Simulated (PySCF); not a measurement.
Molecule: `C(#[N+]C)CC1(F)CC1`, [C6H9FN]+.

Geometry (Å), atoms numbered from 1 in this order:
```xyz
17

C     3.3541    0.1844   -0.2339
N     2.0831    0.0380    0.2675
C     1.0277   -0.0861    0.7077
C    -0.3097   -0.2980    1.1041
C    -1.1908   -0.4413   -0.1502
F    -0.7254   -1.4716   -0.9173
C    -1.7889    0.7335   -0.8482
C    -2.6651   -0.2236   -0.0810
H     4.0760    0.1835    0.5857
H     3.4229    1.1276   -0.7801
H     3.5688   -0.6461   -0.9106
H    -0.3608   -1.2254    1.6905
H    -0.6671    0.5304    1.7217
H    -1.8332    0.6997   -1.9258
H    -1.6146    1.7205   -0.4487
H    -3.2841   -0.9033   -0.6462
H    -3.0999    0.0899    0.8549
```

Total charge +1.

Frames of a GFN2-xTB Langevin trajectory at 200 K; GIAO PBE0/pcSseg-1 shieldings in PySCF, gas phase, non-relativistic; equivalent atoms averaged within each frame.

Scale: TMS for 13C (186.93 ppm), 1H (31.72 ppm); 15N (267.73 ppm) vs NH3; 19F (170.95 ppm) against CFCl3 (reference shieldings calculated alike). The references are static minima.

Task: How do the shifts (ppm) fluctuate along the trajectory?

Result: 
```csv
time (fs),C3,C5,C4,C1,C7/C8,N2,F6,H9/H10/H11,H12/H13,H14/H16
250,119.8,80.0,28.3,27.6,14.9,176.5,-208.1,4.29,3.86,1.81
425,122.6,79.8,22.8,27.3,11.8,176.1,-215.4,4.17,3.32,1.12
625,125.8,85.1,28.5,31.3,18.2,184.7,-201.6,4.78,3.45,2.18
800,124.3,92.1,22.7,23.3,18.3,177.1,-183.3,4.07,3.97,2.00
1000,117.5,90.6,19.9,26.9,18.7,164.4,-193.0,4.18,3.60,2.32
mean of frames,122.0,85.5,24.4,27.3,16.4,175.8,-200.3,4.30,3.64,1.89
standard deviation,3.4,5.7,3.8,2.8,3.0,7.3,12.5,0.28,0.27,0.47
```

5 frames give an uncertainty of the mean of about the standard deviation over 2.2 at best, since frames this close in time may not be independent; classical motion lacks zero-point vibration, and the reference would need the same averaging.
